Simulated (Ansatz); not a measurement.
C2H6FOV (`[CH3][V]([CH3])(=[O])[F]`). Total charge 0; spin multiplicity 1. Correlated methods include outer-core shells of V, which these sets cover unevenly. Scalar relativity is left out up to krypton.

```xyz
11

C     0.6851   -1.4138    0.5434
V     0.5514    0.5456    0.1835
C    -1.1915    0.9080   -0.7209
O     0.4413    1.2168    1.5795
F     1.8865    1.1076   -0.7660
H     0.7525   -1.9301   -0.4189
H     1.5748   -1.6144    1.1449
H    -0.2029   -1.7335    1.0945
H    -1.3372    1.9867   -0.8141
H    -1.9979    0.4858   -0.1159
H    -1.1622    0.4413   -1.7101
```

Task: Give the diagnostics of a CCSD(T)/def2-TZVPP run (frozen core, the Gaussian-basis code of Ansatz). (An estimate is asked.)

Result: Computed: T1 = 0.0305, largest single amplitude 0.067, largest double 0.059, (T) share of the correlation energy 5.9 %, 15 CCSD cycles. The RHF solution is unstable towards an unrestricted one. T1 lies over the customary mark of 0.02 for closed shells; compounds of d metals often pass it without a breakdown.
